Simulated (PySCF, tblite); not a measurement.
C5H6F2.
Atom-mapped SMILES: `[CH2:1]=[CH:2][C:3](=[CH2:4])[CH:5]([F:6])[F:7]` (hydrogens: H8, H9 on C1; H10 on C2; H11, H12 on C4; H13 on C5)

Computed with GFN2-xTB (tblite), gas phase: Langevin dynamics at 300 K from the optimised GFN2-xTB geometry, time step 0.5 fs, friction 0.01 fs⁻¹, 2000 steps. Over the second half of the run the saved frames average 290 K.

Frame at 250 fs, instantaneous temperature 294 K:
```
atom  x, y, z in Å
C1      1.610    0.468    0.391
C2      0.697   -0.160    1.147
C3     -0.672   -0.405    0.696
C4     -1.430   -1.277    1.378
C5     -1.215    0.390   -0.440
F6     -2.428    0.110   -0.906
F7     -1.266    1.613    0.147
H8      1.243    1.118   -0.409
H9      2.671    0.429    0.678
H10     1.011   -0.715    2.004
H11    -1.114   -1.717    2.324
H12    -2.522   -1.357    1.136
H13    -0.498    0.560   -1.336
```

Frame at 425 fs, instantaneous temperature 232 K:
```
atom  x, y, z in Å
C1      1.428   -0.149    0.612
C2      0.446   -0.291    1.462
C3     -0.934   -0.529    1.168
C4     -1.762   -1.182    1.992
C5     -1.474    0.101   -0.100
F6     -2.877    0.012   -0.195
F7     -1.249    1.441   -0.229
H8      1.389   -0.253   -0.448
H9      2.546   -0.063    0.912
H10     0.661   -0.144    2.544
H11    -1.302   -1.684    2.872
H12    -2.718   -1.508    1.615
H13    -1.191   -0.428   -1.063
```

Frame at 625 fs, instantaneous temperature 238 K:
```
atom  x, y, z in Å
C1      1.250   -0.499    0.435
C2      0.193   -0.884    1.106
C3     -1.210   -0.384    1.091
C4     -1.907   -0.565    2.223
C5     -1.722    0.231   -0.129
F6     -2.870   -0.387   -0.516
F7     -1.983    1.625    0.067
H8      1.141    0.396   -0.201
H9      2.260   -0.951    0.479
H10     0.210   -1.775    1.776
H11    -1.464   -1.094    3.068
H12    -2.809   -0.043    2.413
H13    -0.962    0.188   -0.931
```

Frame at 800 fs, instantaneous temperature 266 K:
```
atom  x, y, z in Å
C1      0.977   -0.862    0.426
C2     -0.071   -0.848    1.249
C3     -1.335   -0.226    0.915
C4     -2.294    0.037    1.742
C5     -1.696    0.299   -0.480
F6     -2.937   -0.160   -0.855
F7     -1.914    1.639   -0.329
H8      0.889   -0.546   -0.607
H9      1.941   -1.200    0.720
H10     0.004   -1.168    2.303
H11    -2.354   -0.219    2.760
H12    -3.208    0.549    1.445
H13    -1.089    0.280   -1.429
```

Frame at 1000 fs, instantaneous temperature 262 K:
```
atom  x, y, z in Å
C1      0.790   -0.872    0.649
C2     -0.390   -1.093    1.212
C3     -1.655   -0.481    0.972
C4     -2.603   -0.378    1.869
C5     -1.794    0.150   -0.427
F6     -2.998   -0.168   -0.974
F7     -1.793    1.479   -0.207
H8      1.041   -0.392   -0.298
H9      1.554   -1.524    1.059
H10    -0.320   -1.633    2.118
H11    -2.547   -0.869    2.817
H12    -3.519    0.252    1.704
H13    -0.893   -0.160   -1.129
```

Q: What do single points at PBE0/pcSseg-1 (PySCF, gas phase) give on these frames?

A: 
```tsv
t (fs)	GFN2-xTB E above start (eV)	DFT E above lowest frame (eV)	HOMO (eV)	LUMO (eV)	dipole (D)
250	0.52	0.00	-7.14	-1.25	1.82
425	0.52	0.07	-7.45	-1.31	2.65
625	0.46	0.00	-7.40	-1.46	2.26
800	0.45	0.08	-7.28	-1.21	2.12
1000	0.53	0.10	-7.26	-1.32	1.95
```

The two levels order the frames alike by energy but for pairs within 0.08 eV at one level; measured from each level's lowest frame they differ by 0.08 eV at most. The HOMO–LUMO gap runs from 5.89 to 6.14 eV. These are instantaneous structures, not minima.

Q: And the isotropic GIAO shieldings (ppm) from the same runs?

A: 
| atom | 250 fs | 425 fs | 625 fs | 800 fs | 1000 fs | mean | range |
| --- | --- | --- | --- | --- | --- | --- | --- |
| C1 | 58.2 | 62.8 | 71.0 | 64.4 | 67.0 | 64.7 | 12.8 |
| C2 | 36.6 | 51.0 | 39.0 | 45.2 | 42.7 | 42.9 | 14.4 |
| C3 | 35.1 | 34.4 | 33.2 | 40.3 | 39.1 | 36.4 | 7.1 |
| C4 | 61.3 | 56.4 | 50.5 | 61.3 | 64.0 | 58.7 | 13.5 |
| C5 | 70.6 | 59.2 | 64.5 | 67.9 | 66.1 | 65.7 | 11.4 |
| F6 | 336.0 | 298.6 | 286.2 | 277.7 | 295.8 | 298.9 | 58.3 |
| F7 | 288.0 | 294.1 | 273.1 | 269.8 | 293.2 | 283.6 | 24.3 |
| H8 | 25.2 | 26.4 | 26.1 | 25.8 | 25.7 | 25.8 | 1.2 |
| H9 | 25.4 | 25.0 | 25.5 | 26.3 | 26.3 | 25.7 | 1.3 |
| H10 | 25.0 | 24.5 | 24.7 | 24.6 | 25.4 | 24.8 | 0.9 |
| H11 | 25.8 | 25.4 | 25.4 | 26.6 | 26.2 | 25.9 | 1.2 |
| H12 | 25.3 | 25.4 | 25.6 | 25.4 | 25.1 | 25.4 | 0.5 |
| H13 | 23.8 | 24.0 | 24.8 | 23.9 | 23.5 | 24.0 | 1.3 |

The cost below is that of the whole dynamics run. Hardware: one thread, Arm Neoverse V1 (aarch64) (shared host). Cost: 8.9 s, 0.18 GiB resident at most.
